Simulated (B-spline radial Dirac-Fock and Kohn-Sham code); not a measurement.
## Energy-loss ionisation edge N2 (4p1/2) of Ce

System: the free cerium atom, 1s2 2s2 2p6 3s2 3p6 3d10 4s2 4p6 4d10 4f1 5s2 5p6 5d1 6s2. Model: the first Born approximation with generalised oscillator strengths from a Dirac-Hartree-Slater potential (longitudinal and transverse terms; continuum final states only, so no white lines or fine structure). Program: a radial finite-basis atomic code. The edge is taken at 223.2 eV (tabulated value).

Input file task.json (cfg lists n, l and occupation; rrms is the nuclear radius in fm):

```json
{"items": [{
  "Z": 58,
  "q": 0,
  "cfg": [[1, 0, 2], [2, 0, 2], [2, 1, 6], [3, 0, 2], [3, 1, 6], [3, 2, 10], [4, 0, 2], [4, 1, 6], [4, 2, 10], [4, 3, 1], [5, 0, 2], [5, 1, 6], [5, 2, 1], [6, 0, 2]],
  "A": 140,
  "rrms": 4.8771,
  "do": "eels",
  "beams": [[60, 20], [60, 50], [60, 100], [80, 50], [80, 100], [100, 20], [100, 50], [120, 20], [200, 10], [200, 20], [200, 50], [300, 5], [300, 10], [300, 100]],
  "edges": {"N2": 223.2}
}]}
```

Run with: `python xray2_run.py task.json out`

Partial cross sections σ(β, Δ) in barn, integrated over a window Δ above the edge and up to the collection semi-angle β, for parallel illumination:

```
E₀ (kV)  β (mrad)  Δ = 25 eV  Δ = 50 eV  Δ = 100 eV  Δ = 200 eV  Δ = 300 eV
     60        20        633       1130        1920        3000        3660
     60        50       1170       2080        3430        5380        6620
     60       100       1460       2660        4490        7280        9280
     80        50       1020       1840        3060        4830        5980
     80       100       1180       2170        3680        5990        7650
    100        20        536        958        1610        2540        3120
    100        50        920       1660        2780        4420        5510
    120        20        510        910        1530        2410        2970
    200        10        309        559         956        1510        1870
    200        20        461        822        1370        2160        2670
    200        50          ?          ?           ?           ?           ?
    300         5        213        389         673        1060        1310
    300        10        297        535         911        1450        1790
    300       100        546       1010        1710        2810        3600
```

Q: Give the row for 200 kV and 50 mrad.

A: 651 b for 25 eV, 1190 b for 50 eV, 2020 b for 100 eV, 3290 b for 200 eV, 4190 b for 300 eV.

Values without a named source are computed, but for edge energies of neutral atoms, which are taken from tables.
